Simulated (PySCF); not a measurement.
PySCF input for SiBrI, SMILES Br[Si]I (connectivity only; charge and spin as stated), neutral, multiplicity 1, TDDFT-B3LYP/def2-SVPD. Geometry optimised at PBE0-D3(BJ)/def2-TZVP. The def2 effective core potentials stand for the cores of I; spin–orbit coupling is left out.

```python
import numpy as np
from pyscf import gto, scf, dft, tdscf

mol = gto.M(
    atom='''
    Si    1.25721017    0.49531865    0.00000000
    Br   -0.27846873    2.13748593    0.00000000
    I    -0.14819881   -1.54238620    0.00000000
    ''',
    basis='def2-SVPD',
    ecp={'I': 'def2-svp'},
    charge=0,
    spin=0,
    symmetry=True,
    max_memory=1600,
    verbose=4,
)
mf = dft.RKS(mol, xc='b3lyp').density_fit(auxbasis='def2-universal-jkfit')
mf.grids.level = 3
mf.conv_tol = 1e-9
mf.max_cycle = 100
mf.kernel()
mf.grids = dft.Grids(mol).set(level=1).build(with_non0tab=True)  # coarser grid for the response kernel
td = tdscf.TDDFT(mf)
td.singlet = True
td.nstates = 10
td.conv_tol = 1e-4
td.kernel(x0=td.get_init_guess(mf, 15))
td.analyze()
tt = tdscf.TDA(mf)
tt.singlet = False
tt.nstates = 4
tt.conv_tol = 1e-4
tt.kernel(x0=tt.get_init_guess(mf, 9))
tt.analyze(verbose=3)
```

Log of the run:

```
PySCF version 2.14.0

[INPUT] verbose = 4
[INPUT] num. atoms = 3
[INPUT] num. electrons = 74
[INPUT] charge = 0
[INPUT] spin (= nelec alpha-beta = 2S) = 0
[INPUT] symmetry True subgroup None
[INPUT] Mole.unit = angstrom
[INPUT] Symbol           X                Y                Z      unit          X                Y                Z       unit  Magmom
[INPUT]  1 Si     1.257210170000   0.495318650000   0.000000000000 AA    2.375782902318   0.936016592889   0.000000000000 Bohr   0.0
[INPUT]  2 Br    -0.278468730000   2.137485930000   0.000000000000 AA   -0.526229633955   4.039263002811   0.000000000000 Bohr   0.0
[INPUT]  3 I     -0.148198810000  -1.542386200000   0.000000000000 AA   -0.280055162886  -2.914687496309   0.000000000000 Bohr   0.0

nuclear repulsion = 315.89942886941
point group symmetry = Cs
symmetry origin: [-1.85267263e-09  9.26336515e-10  0.00000000e+00]
symmetry axis x: [1.0000000e+00 1.3081143e-09 0.0000000e+00]
symmetry axis y: [-1.3081143e-09  1.0000000e+00  0.0000000e+00]
symmetry axis z: [0. 0. 1.]
num. orbitals of irrep A' = 69
num. orbitals of irrep A" = 31
number of shells = 38
number of NR pGTOs = 195
number of NR cGTOs = 100
basis = def2-SVPD
ecp = {'I': 'def2-svp'}


[settings echo left out]
init E= -3128.80051633259
HOMO (A") = -0.602612675971411  LUMO (A") = -0.533041344929902  gap/eV = 1.89313
cycle= 1 E= -3158.34819719127  delta_E= -29.5  |g|= 3.49  |ddm|= 10.2
HOMO (A') = -0.130108077307045  LUMO (A") = -0.0676601845034597  gap/eV = 1.69929
cycle= 2 E= -3148.84112981271  delta_E= 9.51  |g|= 4.25  |ddm|= 11.1
HOMO (A') = -0.154935141980659  LUMO (A') = -0.13016754643989  gap/eV = 0.67396
cycle= 3 E= -3155.37486558168  delta_E= -6.53  |g|= 3.41  |ddm|=   10
HOMO (A') = -0.26750319161701  LUMO (A") = -0.13912823101905  gap/eV = 3.49326
cycle= 4 E= -3160.74127071062  delta_E= -5.37  |g|= 0.902  |ddm|= 5.82
HOMO (A') = -0.208302379094825  LUMO (A") = -0.172498330919996  gap/eV = 0.97428
cycle= 5 E= -3160.49954897535  delta_E= 0.242  |g|= 1.33  |ddm|= 3.39
HOMO (A') = -0.235810460549723  LUMO (A") = -0.102376945757339  gap/eV = 3.63091
cycle= 6 E= -3161.13108032166  delta_E= -0.632  |g|= 0.184  |ddm|= 1.75
HOMO (A') = -0.266363124396372  LUMO (A") = -0.136125698010012  gap/eV = 3.54394
cycle= 7 E= -3161.13866210135  delta_E= -0.00758  |g|= 0.12  |ddm|= 0.399
HOMO (A') = -0.264867003362568  LUMO (A") = -0.126445151231806  gap/eV = 3.76665
cycle= 8 E= -3161.14421726287  delta_E= -0.00556  |g|= 0.0147  |ddm|= 0.154
HOMO (A') = -0.263352234838238  LUMO (A") = -0.124140709707863  gap/eV = 3.78814
cycle= 9 E= -3161.14429597875  delta_E= -7.87e-05  |g|= 0.00376  |ddm|= 0.0263
HOMO (A') = -0.263477488935035  LUMO (A") = -0.124203311683516  gap/eV = 3.78984
cycle= 10 E= -3161.14430104268  delta_E= -5.06e-06  |g|= 0.000898  |ddm|= 0.00653
HOMO (A') = -0.263450218764454  LUMO (A") = -0.124214194425392  gap/eV = 3.78881
cycle= 11 E= -3161.14430133533  delta_E= -2.93e-07  |g|= 0.000347  |ddm|= 0.00207
HOMO (A') = -0.263455199274115  LUMO (A") = -0.124220704821067  gap/eV = 3.78876
cycle= 12 E= -3161.14430138676  delta_E= -5.14e-08  |g|= 5.6e-05  |ddm|= 0.000592
HOMO (A') = -0.263462807955802  LUMO (A") = -0.124232070711891  gap/eV = 3.78866
cycle= 13 E= -3161.14430138809  delta_E= -1.33e-09  |g|= 1.63e-05  |ddm|= 0.00014
HOMO (A') = -0.263462008591727  LUMO (A") = -0.12423093001205  gap/eV = 3.78867
cycle= 14 E= -3161.14430138818  delta_E= -9.28e-11  |g|= 4.27e-06  |ddm|= 2.98e-05
HOMO (A') = -0.263461790926451  LUMO (A") = -0.12423047713547  gap/eV = 3.78868
Extra cycle  E= -3161.14430138818  delta_E= 7.28e-12  |g|= 4.28e-06  |ddm|= 1.38e-05
converged SCF energy = -3161.14430138818
tot grids = 21776


******** <class 'pyscf.tdscf.rks.TDDFT'> for <class 'pyscf.df.df_jk.DFSymAdaptedRKS'> ********
nstates = 10 singlet
deg_eia_thresh = 1.000e-03
wfnsym = None
conv_tol = 0.0001
eigh lindep = 1e-12
eigh level_shift = 0
eigh max_cycle = 100


Excitation energies (eV)
[2.94758492 3.24153241 3.97322307 4.82256915 5.02960162 5.33253581
 5.48649271 5.65148454 5.70949431 5.95239458]

** Singlet excitation energies and oscillator strengths **
Excited State   1:   A"      2.94758 eV    420.63 nm  f=0.0048
      37 -> 38       -0.70055
Excited State   2:   A"      3.24153 eV    382.49 nm  f=0.0012
      36 -> 38        0.70029
Excited State   3:   A'      3.97322 eV    312.05 nm  f=0.0389
      35 -> 38       -0.67971
      36 -> 39        0.10680
      37 -> 39        0.11123
Excited State   4:   A"      4.82257 eV    257.09 nm  f=0.0041
      33 -> 38        0.70354
Excited State   5:   A'      5.02960 eV    246.51 nm  f=0.0217
      34 -> 38       -0.50182
      36 -> 39       -0.10160
      37 -> 39        0.44956
      37 -> 40        0.17336
Excited State   6:   A'      5.33254 eV    232.51 nm  f=0.0477
      34 -> 38        0.39379
      36 -> 39       -0.34910
      37 -> 39        0.42350
      37 -> 40       -0.13311
Excited State   7:   A'      5.48649 eV    225.98 nm  f=0.0482
      34 -> 38       -0.23263
      36 -> 39       -0.45338
      36 -> 40        0.15063
      37 -> 39       -0.22138
      37 -> 40       -0.39126
Excited State   8:   A"      5.65148 eV    219.38 nm  f=0.0006
      32 -> 38        0.69723
Excited State   9:   A"      5.70949 eV    217.15 nm  f=0.0017
      35 -> 39        0.69869
Excited State  10:   A'      5.95239 eV    208.29 nm  f=0.1007
      34 -> 38        0.11088
      36 -> 39       -0.14683
      36 -> 40        0.57918
      37 -> 40        0.32690

** Transition electric dipole moments (AU) **
state          X           Y           Z        Dip. S.      Osc.
  1         0.0000      0.0000      0.2572      0.0661      0.0048
  2         0.0000      0.0000     -0.1232      0.0152      0.0012
  3        -0.1024     -0.6235     -0.0000      0.3993      0.0389
  4        -0.0000      0.0000      0.1873      0.0351      0.0041
  5         0.2466      0.3397     -0.0000      0.1762      0.0217
  6         0.5920      0.1218     -0.0000      0.3653      0.0477
  7        -0.5903     -0.1014      0.0000      0.3588      0.0482
  8         0.0000     -0.0000     -0.0636      0.0040      0.0006
  9        -0.0000      0.0000      0.1098      0.0121      0.0017
 10         0.3154     -0.7689     -0.0000      0.6908      0.1007

WARN: ECP detected. Skipping calculation of transition velocity and magnetic dipole moments, which have not yet been implemented.



******** <class 'pyscf.tdscf.rks.TDA'> for <class 'pyscf.df.df_jk.DFSymAdaptedRKS'> ********
nstates = 4 triplet
deg_eia_thresh = 1.000e-03
wfnsym = None
conv_tol = 0.0001
eigh lindep = 1e-12
eigh level_shift = 0
eigh max_cycle = 100


Excitation energies (eV)
[2.00675184 3.06988628 3.25131329 4.27664525]

** Triplet excitation energies and oscillator strengths **
Excited State   1:   A"      2.00675 eV    617.84 nm  f=0.0000
Excited State   2:   A"      3.06989 eV    403.87 nm  f=0.0000
Excited State   3:   A'      3.25131 eV    381.34 nm  f=0.0000
Excited State   4:   A'      4.27665 eV    289.91 nm  f=0.0000
```

The run converged.

Cost: roughly 50 core-seconds.
